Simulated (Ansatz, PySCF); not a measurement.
Noncovalent pair: CH5N (SMILES CN) (first 7 atoms) with CH2F2 (SMILES FCF); geometry from B3LYP-D3(BJ)/def2-TZVP, rigid monomers moved along the line of their centres of mass till N2···H11 is 2.13 Å.
(charge 0, multiplicity 1):
| atom | x (Å) | y (Å) | z (Å) |
|---|---|---|---|
| C | -0.2824 | -0.6010 | -0.1669 |
| N | 0.2592 | 0.6147 | 0.4471 |
| H | -1.0306 | -1.0330 | 0.4979 |
| H | 0.5184 | -1.3339 | -0.2768 |
| H | -0.7424 | -0.4519 | -1.1518 |
| H | -0.4697 | 1.3086 | 0.5660 |
| H | 0.9680 | 1.0322 | -0.1441 |
| F | -1.0108 | -1.1650 | 3.0291 |
| C | 0.1026 | -0.4439 | 3.3726 |
| F | -0.2918 | 0.5782 | 4.1896 |
| H | 0.5334 | -0.0262 | 2.4616 |
| H | 0.7694 | -1.0976 | 3.9377 |

Interaction energies are E(AB) − E(A) − E(B) at the monomers' geometry in the complex; basis-set methods are counterpoise corrected. Rows marked so take none.

Cores are frozen in the correlated methods. Rows in 6-31G* carry no dispersion term and start afresh at each structure (6-31G* with six Cartesian d functions). MP2/6-31G* freezes PySCF's default core.

Run with Ansatz (Gaussian basis) for Hartree–Fock, density functionals and correlated methods; PySCF for 6-31G* rows, the dispersion terms. Each number belongs to the level named beside it.

```json
[
 {"level": "HF/6-31G* (no counterpoise)", "interaction energy (kcal/mol)": "-1.99"},
 {"level": "B3LYP-D3(BJ)/def2-TZVPPD", "interaction energy (kcal/mol)": "-3.00"},
 {"level": "B3LYP-D4/def2-TZVPPD", "interaction energy (kcal/mol)": "-2.92"},
 {"level": "PBE0/def2-TZVPPD", "interaction energy (kcal/mol)": "-2.08"},
 {"level": "PBE0-D3(BJ)/def2-TZVPPD", "interaction energy (kcal/mol)": "-3.18"},
 {"level": "MP2/6-31G* (no counterpoise)", "interaction energy (kcal/mol)": "-4.32"},
 {"level": "SCS-MP2/aug-cc-pVDZ", "interaction energy (kcal/mol)": "___"},
 {"level": "CCSD/aug-cc-pVDZ", "interaction energy (kcal/mol)": "___"},
 {"level": "CCSD(T)/aug-cc-pVDZ", "interaction energy (kcal/mol)": "-2.00"}
]
```

### Question
Some entries are withheld; supply them.

### Answer

- SCS-MP2/aug-cc-pVDZ, interaction energy (kcal/mol): -1.27
- CCSD/aug-cc-pVDZ, interaction energy (kcal/mol): -1.69

Ansatz is an electronic-structure program.
